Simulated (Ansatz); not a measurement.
```yaml
crystal:
  periodic: [false, false, false]
  atoms:
    - {symbol: S, position_ang: [-2.011412, 1.229488, 0.063479]}
    - {symbol: C, position_ang: [-0.876511, 0.325475, -0.632101]}
    - {symbol: Si, position_ang: [0.569167, -0.202346, 0.442498]}
    - {symbol: Br, position_ang: [1.979507, -1.467543, -0.722865]}
    - {symbol: H, position_ang: [-0.953348, 0.039765, -1.683762]}
    - {symbol: H, position_ang: [0.060552, -0.994803, 1.582867]}
    - {symbol: H, position_ang: [1.293344, 1.001967, 0.904186]}
basis:
  gaussian: {orbitals: 6-31G, nuclear_model: gaussian}
hamiltonian: {xc: {name: r2SCANh}, dispersion: d4, pseudopotentials: {relativity: scalar}}
```

```sh
$ ansatz run in.yaml --threads 2 --pin off --events-out ev --progress --plain --max-ram 4352MiB
```

Shortened log:

```
Functional definition: r2SCANh
769 factors; integrals over basis functions are off by at most 2.3e-4 eV
mean field evaluation 1: about -90550.6868 eV, gradient 2.9e1 eV
mean field evaluation 2: about -90546.7811 eV, gradient 4.4e1 eV
mean field evaluation 4: about -90552.5503 eV, gradient 1.8e0 eV
mean field evaluation 8: about -90552.5838 eV, gradient 1.0e-1 eV
mean field evaluation 16: about -90552.5838 eV, gradient 2.8e-5 eV
mean field -90552.58381331 eV, -3327.7460763934 hartree, gradient 2.8e-5 eV, S^2 0.000000; 0 other end points of the search recorded, 0 dependent functions left out
reference -90552.58382200 eV, -3327.7460767129 hartree; 37, 37 occupied and 33, 33 virtual orbitals, 769 factors
Total energy: -90552.63380649 eV, -3327.7479136087 hartree
Relativity: scalar
```

It took 3 s on 2 threads of an Arm Neoverse V1 on a shared host, with 0.4 GiB of host memory at the peak.
